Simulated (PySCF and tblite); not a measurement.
The numbers below are computed, except where a source is named.
Stationary points of C₆H₁₀OSi at PBE0-D3(BJ)/def2-SVP, in Å:

Structure A

```
 1 C     2.914    0.438   -0.007
 2 O     1.993   -0.230   -0.821
 3 C     0.778   -0.465   -0.296
 4 C     0.282   -0.062    0.959
 5 C    -1.067   -0.476    1.039
 6 Si   -2.200    0.813   -0.252
 7 C    -1.391   -1.150   -0.215
 8 C    -0.229   -1.124   -1.019
 9 H     3.848    0.522   -0.577
10 H     2.565    1.452    0.258
11 H     3.114   -0.120    0.926
12 H     0.805    0.518    1.716
13 H    -1.659   -0.549    1.953
14 H    -2.893    1.571    0.846
15 H    -1.149    1.635   -0.902
16 H    -3.323    0.520   -1.208
17 H    -2.253   -1.804   -0.360
18 H    -0.135   -1.489   -2.040
```

Structure B

```
 1 C     3.058    0.264    0.139
 2 O     2.003   -0.168   -0.675
 3 C     0.799   -0.343   -0.104
 4 C     0.453   -0.077    1.285
 5 C    -0.862   -0.369    1.466
 6 Si   -2.560    0.680   -0.383
 7 C    -1.450   -0.775    0.168
 8 C    -0.303   -0.793   -0.773
 9 H     3.948    0.328   -0.501
10 H     2.863    1.262    0.571
11 H     3.263   -0.445    0.960
12 H     1.132    0.302    2.048
13 H    -1.423   -0.283    2.397
14 H    -3.724    0.837    0.546
15 H    -1.743    1.927   -0.390
16 H    -3.103    0.410   -1.750
17 H    -2.084   -1.678    0.194
18 H    -0.344   -1.072   -1.824
```

Structure C

```
 1 C     2.909    0.468    0.307
 2 O     2.137   -0.399   -0.478
 3 C     0.856   -0.543   -0.116
 4 C     0.163    0.031    0.913
 5 C    -1.253   -0.421    0.812
 6 Si   -2.278    1.091    0.263
 7 C    -1.253   -1.384   -0.321
 8 C    -0.019   -1.416   -0.878
 9 H     3.920    0.480   -0.120
10 H     2.497    1.492    0.296
11 H     2.961    0.121    1.355
12 H     0.535    0.727    1.662
13 H    -1.702   -0.805    1.745
14 H    -2.222    2.150    1.319
15 H    -1.714    1.616   -1.014
16 H    -3.715    0.716    0.068
17 H    -2.132   -1.936   -0.655
18 H     0.302   -1.982   -1.753
```

Geometries: PBE0-D3(BJ)/def2-SVP; energies: CAM-B3LYP/pcSseg-1 + D3(BJ); zero-point and thermal terms from GFN2-xTB harmonic modes (soft modes blended into free rotors).

**Question.** Which structure is a saddle point, and along which motion?

**Answer.** A: one imaginary mode (277i cm⁻¹ at GFN2-xTB, mostly on C5, C7, Si6), along the shift of Si6 from C5 to C7.

**Question.** Give their symmetry and energies above the lowest.

**Answer.** A C1, 19.1 kcal/mol; B C1, 3.3 kcal/mol; C C1, 0.0 kcal/mol.
